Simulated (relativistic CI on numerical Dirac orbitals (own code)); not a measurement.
# Hyperfine structure of Sn20+, mass number 117

Computed by Dirac-Coulomb-Breit CI, orbitals from a KLI potential per configuration, QED by a radiative potential, unscaled Slater integrals (own radial code, finite nucleus).

Configuration list (outside the closed core [Ar] 3d10): 4s2, 4s 4p, 4p2, 4s 4d, 4d2, 4s 4f, 4p 4d, 4f2, 4p 4f, 4d 4f, 4s 5s, 4s 5p, 4s 5d, 4s 5f, 4s 5g, 4s 6s. Levels of other configurations are missing.

Nuclear spin I = 1/2, μ = -0.9995 μN (tables of Stone and Pyykkö). The electronic factors are computed for point nuclear moments, without core polarisation or the Bohr-Weisskopf and QED corrections.

| Level | E (eV) | A (GHz) |
| --- | --- | --- |
| 4s 4p 3P°_1 | 40.716 | -256.6 |
| 4s 4p 3P°_2 | 49.784 | -134.1 |
| 4s 4p 1P°_1 | 61.041 | 43.69 |
| 4p2 3P_1 | 98.457 | 7.181 |
| 4p2 1D_2 | 98.886 | -48.67 |
| 4p2 3P_2 | 109.554 | -21.43 |
| 4s 4d 3D_1 | 126.764 | 105.3 |
| 4s 4d 3D_2 | 127.510 | -62.17 |

Levels with J = 0, under 50 % of one LS term, or S terms without an open s electron are left out. Small factors come from cancelling terms and can be off by tens of per cent or more.

At this charge energies of transitions that change n are usually good to better than 1 %, and those within a shell (Δn = 0) to a few per cent.

Give the hyperfine levels of 4s 4p 3P°_1 relative to its centre of gravity.

With K = F(F + 1) − I(I + 1) − J(J + 1), E = AK/2: F = 1/2: 256.6, F = 3/2: -128.3 GHz.

LS names give the leading component of a level, which can be under half, so a name can repeat, a term be missing and a line seem to break the LS rules.
